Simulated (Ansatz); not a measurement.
`O[SiH](F)[S][GeH3]` + H₂Te → `O[SiH](F)[TeH]` + `[SH][GeH3]`  (ligand exchange at the Si–S bond)

Calculated with Ansatz (gas phase, PBE0-D4/def2-TZVP geometries, no zero-point term in ΔE). CCSD(T)/CBS is the MP2 limit (def2-TZVPP, def2-QZVPP) plus CCSD(T) − MP2 in def2-TZVPP, frozen cores. DFT in def2-TZVPP. HSE06 is defined as in plane-wave codes. def2 core potentials past Kr. For Ge, Te outer-core shells are correlated without core-valence functions, which leaves a few kJ/mol of doubt a bond. Scalar relativity is left out up to krypton. One conformer a species, not always the lowest.

```csv
level,ΔE (kJ/mol),difference from CCSD(T)/CBS
LDA (SPW92),14.5,-1.1
BLYP-D4,15.5,-0.1
B97M-V,25.3,9.7
r2SCAN0-D4,17.1,1.5
BHLYP-D4,19.1,3.5
CAM-B3LYP-D4,18.8,3.2
B2PLYP,14.4,-1.2
PBE,8.6,-7.0
r2SCAN0,15.8,0.2
HSE06,11.1,-4.5
HF/def2-SVP,20.3,4.7
CCSD/def2-SVP,22.9,7.3
CCSD(T)/def2-SVP,23.2,7.6
MP2/def2-TZVPP,17.6,2.0
CCSD(T)/def2-TZVPP,19.7,4.1
CCSD/CBS(def2),15.1,-0.5
CCSD(T)/CBS,15.6,0
```

Largest T1 diagnostic among the species: 0.012.

At CCSD(T), def2-SVP lies +7.6 kJ/mol from the extrapolated value and def2-TZVPP +4.1 kJ/mol. The D4 term adds +5.7 kJ/mol with B3LYP and +3.2 kJ/mol with PBE0; it sums over pairs of atoms, weighted by their polarisabilities, and B3LYP, whose exchange is more repulsive, gets the larger term. From BLYP to BHLYP (50 % exact exchange), in def2-TZVPP and without D4, ΔE moves by +7.1 kJ/mol.

B3LYP here is the variant with VWN-RPA as its local correlation; programs differ in this.
